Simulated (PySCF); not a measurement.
Screening by computed properties: pick the candidate that meets the target.

All species are isolated and taken at one optimised geometry, non-relativistic unless stated. Electronic properties by PySCF.

The conformers computed, where there is a choice (atom-mapped SMILES and torsion angles):
- `[CH2:1]=[CH:2][PH:3][CH2:4][C:5]([CH3:6])([CH3:7])[CH3:8]`: C1–C2–P3–C4 122°, C2–P3–C4–C5 176°, P3–C4–C5–C6 -65°
- `[CH2:1]=[C:2]1[CH2:3][C:4]([F:5])=[C:6]([S:7][SiH3:8])[CH2:9]1`: C4–C6–S7–Si8 0°
- `[CH2:1]=[CH:2][CH2:3][P+:4]([CH3:5])([CH3:6])[CH:7]([CH3:8])[CH3:9]`: C1–C2–C3–P4 115°, C2–C3–P4–C5 64°, C3–P4–C7–C8 176°

The conformers of `C=CC[P@](=O)(CC)CO` and `CC(C)[C@@H]1CCC[P@@H+]1C` aren't listed.

Question: Wanted: HOMO–LUMO gap between 6.3 eV and 7.4 eV (PBE0/pcSseg-1) and HOMO energy above -7.1 eV (PBE0/pcSseg-1), at GFN2-xTB geometries. Which candidate meets both?
A. `C=C1CC(F)=C(S[SiH3])C1`
B. `C=CC[P+](C)(C)C(C)C`
C. `C=CPCC(C)(C)C`
D. `C=CC[P@](=O)(CC)CO`
E. `C1CCOC1`
F. `CC(C)[C@@H]1CCC[P@@H+]1C`

Answer: C. Computed values:
| species | HOMO–LUMO gap | HOMO energy |
| --- | --- | --- |
| C=C1CC(F)=C(S[SiH3])C1 | 6.21 eV | -6.25 eV |
| C=CPCC(C)(C)C | 6.45 eV | -6.54 eV |
| C=CC[P@](=O)(CC)CO | 7.18 eV | -7.26 eV |
| C=CC[P+](C)(C)C(C)C | 7.61 eV | -11.53 eV |
| C1CCOC1 | 8.33 eV | -6.96 eV |
| CC(C)[C@@H]1CCC[P@@H+]1C | 9.09 eV | -13.06 eV |
